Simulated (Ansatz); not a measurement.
Ansatz results at the PBE0-D4/def2-TZVP geometry: LUMO energy (B3LYP/def2-TZVPP) 0.98 eV; LUMO energy (ωB97M-V/def2-TZVPP) 2.84 eV; size of the dipole moment (ωB97M-V/def2-TZVPP) 2.01 D.

Each molecule was computed in one conformer, which needn't be the lowest.

Which molecule gave them?
A. `F/C=C(\F)CF`
B. `C[C@@H]1O[C@H]1F`
C. `CCCOC`
D. `FCCCOCF`

D. The others give `F/C=C(\F)CF`: 0.09, 2.55, 1.51; `CCCOC`: 0.94, 2.71, 1.05; `C[C@@H]1O[C@H]1F`: 1.06, 2.82, 2.55.

B3LYP here is the variant with VWN-RPA as its local correlation; programs differ in this.
